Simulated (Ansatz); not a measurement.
CH₇BN₂. The species carries charge 0 and has multiplicity 1. The bonds changed during the relaxation, so this is another structure than the one it started from.

```csv
atom,x (Å),y (Å),z (Å)
B1,-0.083,0.472,1.150
C2,-0.476,-0.006,-0.288
N3,0.810,0.793,-0.141
N4,-0.231,-1.330,-0.727
H5,0.435,-0.326,1.881
H6,-0.617,1.444,1.606
H7,-1.187,0.568,-0.878
H8,1.627,0.231,-0.330
H9,0.844,1.714,-0.552
H10,-0.570,-1.538,-1.653
H11,-0.551,-2.022,-0.068
```

(1) What are the harmonic wavenumbers in cm⁻¹ at PBE0-D4/def2-TZVP (Ansatz, finite differences of forces, unscaled)? (An estimate is asked.)

(2) Is this a minimum?

(3) Give the ideal-gas thermochemistry at 298.15 K and 1 bar (rigid rotor, harmonic oscillator; point group C1, symmetry number 1).

(4) And at 400, 500, 600, 800 and 1000 K?

(5) Rotational constants (cm⁻¹)?

Answers

(1) Computed: 324, 332, 425, 593, 640, 659, 771, 816, 885, 929, 985, 1012, 1044, 1115, 1185, 1254, 1273, 1408, 1590, 1659, 2543, 2620, 3125, 3551, 3573, 3663, 3670.

(2) Yes, all 27 modes are real.

(3) Zero-point energy 249.1 kJ/mol; H(298) − E = 264.1 kJ/mol; entropy 283.5 J/(mol·K), of which translation 159.5, rotation 99.8, vibration 24.2; G(298) − E = 179.6 kJ/mol.

(4) 
```csv
T (K),H − E (kJ/mol),S (J/mol/K),G − E (kJ/mol)
400,273.9,311.6,149.3
500,285.8,338.0,116.8
600,299.5,362.9,81.7
800,331.0,408.1,4.5
1000,366.7,447.9,-81.2
```

(5) 0.5082, 0.2212, 0.1879.
